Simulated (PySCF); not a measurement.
# Kr⁺: excitation energy

Kr⁺ [Ar] 3d10 4s2 4p5 (2P) → Kr⁺ [Ar] 3d10 4s2 4p4 5s1 (4P), as a difference of total energies. All numbers are calculated (PySCF 2.14, scalar relativity by spin-free X2C-1e, in x2c-QZVPPall with one added diffuse shell each of s, p, d, f type (12s9p6d5f1g, 113 functions)). Correlated levels: valence: [Ar] 3d10 frozen; valence and next inner shell: [Ne] frozen. The calculations carry no spin-orbit coupling.

```json
{"method": "UHF", "excitation energy (eV)": "13.447"}
{"method": "LDA", "excitation energy (eV)": "13.963"}
{"method": "PBE", "excitation energy (eV)": "13.796"}
{"method": "PBE0", "excitation energy (eV)": "13.963"}
{"method": "r2SCAN", "excitation energy (eV)": "14.257"}
{"method": "MN15", "excitation energy (eV)": "14.057"}
{"method": "CAM-B3LYP", "excitation energy (eV)": "14.083"}
{"method": "M06-L", "excitation energy (eV)": "14.494"}
{"method": "ROHF", "excitation energy (eV)": "13.458"}
{"method": "MP2 (valence)", "excitation energy (eV)": "13.934"}
{"method": "SCS-MP2 (valence)", "excitation energy (eV)": "14.089"}
{"method": "MP2 (valence and next inner shell)", "excitation energy (eV)": "14.001"}
{"method": "SCS-MP2 (valence and next inner shell)", "excitation energy (eV)": "14.129"}
```

Q: How much does correlation contribute at MP2 (valence and next inner shell)?

A: 14.001 − (13.447) = 0.554 eV, measured against UHF.

Errors of the correlated levels include the incompleteness of this basis and the frozen core.

The promoted electron is Rydberg-like, and one or two diffuse shells describe it only roughly, which tends to raise the upper state.

For comparison: 13.959 eV (measured; NIST levels, between the centres of gravity of the two terms).
